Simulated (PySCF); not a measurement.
A geometry optimisation on `[S](C)[GeH2][F]`.

Method: PBE0-D3(BJ)/def2-SVP geometry optimisation, gas phase (PySCF 2.14.0). Start geometry: GFN2-xTB. The command runs a driver script over a list of jobs; the input below is this job's line of settings and its coordinates in Å.

Command:
```bash
OMP_NUM_THREADS=1 python probes_run.py task.json out
```

Input:
```
{"job": {"xc": "PBE0", "basis": "def2-SVP", "d3": "d3bj", "grid": 1, "shake": 0.01, "kind": "geom"}, "charge": 0, "multiplicity": 1}
C      1.576230    -0.038470     0.181420
S      0.346480    -1.128840     0.992770
Ge    -1.524110    -0.202610     0.250460
F     -1.320400     1.536960     0.544620
H      2.532710    -0.337270     0.506530
H      1.481890    -0.111440    -0.904190
H      1.378910     1.011650     0.478920
H     -2.719450    -0.571700     1.032520
H     -1.694450    -0.175440    -1.223390
```

Output:
```
step   0  E = -2615.16061663  max force = 0.041187
step   1  E = -2615.16571992  max force = 0.019708
step   2  E = -2615.16694777  max force = 0.002005
step   3  E = -2615.16702790  max force = 0.000594
step   4  E = -2615.16708855  max force = 0.001330
step   5  E = -2615.16712362  max force = 0.001054
step   6  E = -2615.16714382  max force = 0.000455
step   7  E = -2615.16714151  max force = 0.001042
step   8  E = -2615.16716151  max force = 0.001201
step   9  E = -2615.16721225  max force = 0.000850
step  10  E = -2615.16718950  max force = 0.000703
step  11  E = -2615.16721246  max force = 0.000327
optimisation converged
```

Energies in Eh; «max force» is the largest Cartesian gradient component in Eh/bohr.

Q: Give the first gradient maximum in eV/Å.

A: With 1 Eh/bohr = 51.422 eV/Å, 2.118 eV/Å.

In short: final energy -2615.16721 Eh after 11 steps; dipole 2.01 D.

Q: Give the final coordinates.

A: 0.233 Å rms from the input after alignment:
```
atom  x, y, z in Å
C1     1.5470   -0.1742    0.1050
S2     0.2829   -0.9066    1.1967
Ge3   -1.5073    0.0354    0.3437
F4    -1.5018    1.7450    0.7063
H5     2.4933   -0.6826    0.3331
H6     1.3083   -0.3375   -0.9557
H7     1.6622    0.9001    0.3014
H8    -2.7455   -0.5635    1.0182
H9    -1.4801   -0.0329   -1.1910
```

On Arm Neoverse V2, one thread (shared host), this took 46 s of wall time and 0.43 GiB of memory at its peak.
Labels such as C1 count atoms from 1, the log's own numbers from 0.
